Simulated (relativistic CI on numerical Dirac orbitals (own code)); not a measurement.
Ga²³⁺: sensitivity of the levels to the model

Base calculation: Dirac-Coulomb-Breit CI, KLI orbitals optimised for each configuration, model QED, unscaled Slater integrals.

CI space (outside the closed core 1s2): 2s²2p⁴, 2s2p⁵, 2p⁶, 2p⁵3s, 2p⁵3p, 2p⁵3d, 2s²2p³3s, 2s²2p³3p, 2s²2p³3d, 2s2p⁴3s, 2s2p⁴3p, 2s2p⁴3d, 2s²2p³4s, 2s²2p³4p, 2s²2p³4d, 2s²2p³4f. Levels of other configurations are missing.

Variants: (1) Breit term removed. Shifts of the energy above 2s²2p⁴ ³P2, in eV, for the lowest level and the first level of each name with at least 55 % of one term (blank where a level changes its place among those of its configuration and J or its character, or is not in the variant):

```tsv
Level	Base	Δ(1)
2s²2p⁴ ³P2	0.00	0.00
2s²2p⁴ ³P0	14.71	-0.33
2s²2p⁴ ³P1	25.89	+0.36
2s²2p⁴ ¹D2	37.39	+0.77
2s²2p⁴ ¹S0	71.33	+0.81
2s2p⁵ ³P°2	155.49	-0.14
2s2p⁵ ³P°1	170.46	+0.04
2s2p⁵ ³P°0	184.81	+0.32
2s2p⁵ ¹P°1	216.47	+0.24
2p⁶ ¹S0	357.81	-0.48
2s²2p³3s ⁵S°2	1265.17	+0.98
2s²2p³3s ³S°1	1271.70	+0.86
2s²2p³3s ³D°1	1294.81	+1.22
2s²2p³3s ³D°3	1301.73	+1.97
2s²2p³3p ⁵P1	1302.16	+0.65
2s²2p³3s ¹D°2	1304.77	+1.89
2s²2p³3p ⁵P3	1309.56	+1.03
2s²2p³3s ³P°0	1314.78	+1.16
2s²2p³3s ³P°1	1316.14	+1.22
2s²2p³3p ³P0	1322.46	+1.03
2s²2p³3s ³P°2	1336.28	+2.04
2s²2p³3p ³F3	1336.88	+1.28
```

At this charge energies of transitions that change n are usually good to better than 1 %, and those within a shell (Δn = 0) to a few per cent.

Ionisation energy from the two ground configurations alone: base 2255.52 eV; Breit term removed 2256.74 eV. The NIST ASD value (semi-empirical) is 2258 eV.

LS names give the leading component of a level, which can be under half, so a name can repeat, a term be missing and a line seem to break the LS rules.
